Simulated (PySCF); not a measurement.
## Worked example: chemical shift, span and skew from a shielding tensor

C2H7BFNO, SMILES CCNB(O)F. Atoms are numbered in the order given.

```xyz
13

C     -2.4725    -0.4763     0.1571
C     -1.3651     0.5273     0.4881
N     -0.2550     0.4935    -0.4466
B      1.0459     0.0130    -0.1840
O      1.9967    -0.0166    -1.1772
F      1.3641    -0.4190     1.0661
H     -2.0803    -1.5135     0.1687
H     -2.8970    -0.2883    -0.8516
H     -3.3045    -0.4096     0.8880
H     -0.9573     0.3176     1.4975
H     -1.7973     1.5536     0.5362
H     -0.4728     0.7833    -1.4015
H      2.8394    -0.3655    -0.8397
```
Charge 0, spin multiplicity 1.

Coordinates come from a PBE-D3(BJ)/def2-SVP optimisation. The structure was generated by enumeration, and PubChem lists no compound with its InChIKey, so it may never have been made. Other conformers were not sampled.

GIAO shieldings from PBE/pcSseg-1 run with PySCF, non-relativistic, no solvent. The symmetric part of the tensor of N3 has the principal values 141.2, 181.0, 213.0 ppm. The same nucleus in NH3 has σ = 267.0 ppm at this level (PySCF, at its B3LYP-D3(BJ)/def2-TZVP geometry).

### Question
Work out the isotropic shielding, the ¹⁵N shift against NH3, the span and the skew.

### Answer

σ(iso) = (σ11 + σ22 + σ33)/3 = 178.4 ppm. δ = σ(ref) − σ(iso) = 267.0 − (178.4) = 88.6 ppm.
Span Ω = σ33 − σ11 = 71.8 ppm. Skew κ = 3(σ(iso) − σ22)/Ω = -0.11. Tumbling in solution averages the tensor to δ; in a static solid the shielding alone would spread this spin-1/2 line over Ω.
